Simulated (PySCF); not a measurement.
Removing the step error of a finite difference

System: CH$_{6}$AlClOSi (SMILES C[O][Al]([SiH3])[Cl]), singlet, geometry from GFN2-xTB (such geometries of metal compounds can be far from the true shape), atoms displaced at random by about 0.08 Å a coordinate. Level: HF/6-31G, gradient (PySCF). Sums are taken with unrounded values, so a last digit can differ.

Central differences of the energy along x of atom 6 gave a gradient component of -0.062344 Eh/bohr at step 0.05 and -0.060878 Eh/bohr at step 0.2 (atomic units).

**Question.** Extrapolate to zero step.

**Answer.** The leading error of a symmetric difference goes as h², so A(h) = A0 + c h². Then c = (-0.060878 - (-0.062344))/(0.2² - 0.05²) = 0.0391 (atomic units) and A0 = -0.062344 - c × 0.05² = -0.062442 Eh/bohr. The analytic value from the same program and level is -0.062443 Eh/bohr: the smaller step missed it by 0.000098, the extrapolation by 0.000000.
